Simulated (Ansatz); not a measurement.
Gas-phase electronic energies from Ansatz, PBE0-D4/def2-TZVP geometries. CCSD(T)/CBS is the MP2 limit (def2-TZVPP, def2-QZVPP) plus CCSD(T) − MP2 in def2-TZVPP, frozen cores. This one scheme is used for every species. Each species was taken in one conformer, which may not be the lowest.

Reaction (formal exchange of groups at the Si–O bond): `CB(F)[SiH2]O` + acetylene → `C#C[SiH2]B(C)F` + H₂O

`CB(F)[SiH2]O`:

Z-matrix (Å, degrees):
```
C
B 1 1.558
H 1 1.094 2 111.8
H 1 1.099 2 108.0 3 -115.7
H 1 1.092 2 113.5 3 125.0
F 2 1.334 1 118.6 3 -140.1
Si 2 2.044 1 125.0 3 41.3
O 7 1.658 2 112.9 1 -5.0
H 7 1.496 2 109.4 1 118.9
H 7 1.487 2 110.6 1 -122.4
H 8 0.957 7 117.5 2 66.3
```

`C#C`:

Cartesian coordinates in Å:
```
C 0.368 -0.299 0.365
C -0.368 0.299 -0.365
H 1.022 -0.831 1.015
H -1.022 0.831 -1.015
```

`C#C[SiH2]B(C)F`:

Cartesian coordinates in Å:
```
C 0.723 2.396 1.231
C 0.042 1.797 0.434
Si -0.955 0.827 -0.752
B -0.429 -1.149 -0.668
C 0.665 -1.724 0.272
F -1.089 -1.965 -1.487
H 1.319 2.934 1.932
H -0.730 1.377 -2.117
H -2.394 1.008 -0.417
H 0.427 -1.477 1.313
H 1.619 -1.220 0.080
H 0.802 -2.804 0.179
```

H₂O:

Z-matrix (Å, degrees):
```
O
H 1 0.960
H 1 0.960 2 105.1
```

```tsv
species	CCSD/def2-TZVPP energy (Eh)
`CB(F)[SiH2]O`	-530.41956
`C#C`	-77.17272
`C#C[SiH2]B(C)F`	-531.24721
H₂O	-76.32939
```

Question: Work out ΔE.

Answer: ΔE = (-531.24721) + (-76.32939) − (-530.41956) − (-77.17272) = 0.01568 Eh = +41.2 kJ/mol. CCSD(T)/CBS gives +36.7 kJ/mol.

Largest T1 diagnostic among the species: 0.013.

In def2-TZVPP, CCSD(T) changes the Hartree–Fock value by −15.6 kJ/mol (the triples alone add −3.0 kJ/mol) and MP2 by −17.8 kJ/mol. The D4 term adds −4.5 kJ/mol with B3LYP and −2.7 kJ/mol with PBE0; it sums over pairs of atoms, weighted by their polarisabilities, and B3LYP, whose exchange is more repulsive, gets the larger term.

B3LYP here is the variant with VWN-RPA as its local correlation; programs differ in this.
